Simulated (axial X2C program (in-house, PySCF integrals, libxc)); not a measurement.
Working with the constants of IrO

A bond curve at the PBE0 level, two-component, was computed with an axial X2C code built on PySCF integrals (basis Ir dyall-cv3z [13s14p9d6f4g], O dyall-av3z [7s6p3d2f] (cores contracted in-house)) for the state Ω = 7/2 (⟨Sz⟩ = 1.46, ⟨Lz⟩ = 2.04 at PBE0). Its fit gives Re = 1.7060 Å, ωe = 955.9 cm⁻¹, ωexe = 4.17 cm⁻¹ and αe = 2.213e-03 cm⁻¹; the masses are 192.9629 and 15.9949 u. Two-component means X2C with spin–orbit coupling and atomic mean-field Coulomb and Gaunt terms.

Problem. Find the reduced mass, Be and the force constant.

Solution. From the PBE0 values: μ = 14.7706 u. Be = 16.8576/(μ Re²) = 0.3921 cm⁻¹. k = 5.8918×10⁻⁷ μ ωe² = 7.95 mdyn/Å.

Problem. Estimate the centrifugal constant by the Kratzer relation.

Solution. D = 4Be³/ωe² = 2.64e-07 cm⁻¹.

Problem. A Morse curve ties αe to the other constants (Pekeris). How well does that hold?

Solution. αe(Morse) = 6Be²/ωe × (√(ωexe/Be) − 1) = 2.182e-03 cm⁻¹; the PBE0 curve gives 2.213e-03 cm⁻¹, a ratio of 0.99.

Problem. Where do the fundamental and the first overtone lie?

Solution. ν(1←0) = ωe − 2ωexe = 947.6 cm⁻¹; ν(2←0) = 2ωe − 6ωexe = 1886.8 cm⁻¹.

Problem. The dipole moment p changes by 4.83 D/Å at Re. What harmonic infrared intensity follows?

Solution. I = 42.256 × (dp/dR)²/μ = 67 km/mol.

The state is one determinant whose occupation by symmetry is held fixed; it was picked as the lowest of a PBE0 search that is not exhaustive. Density functionals use the spin component along the axis (collinear). The functionals have no current-density term, which raises determinants with orbital currents, atoms included. With several unpaired electrons one determinant need not be a pure state. The lowest spin-free determinant has another configuration (M_S = 3/2, Λ = 0), so the order of states is uncertain and this need not be the ground state.
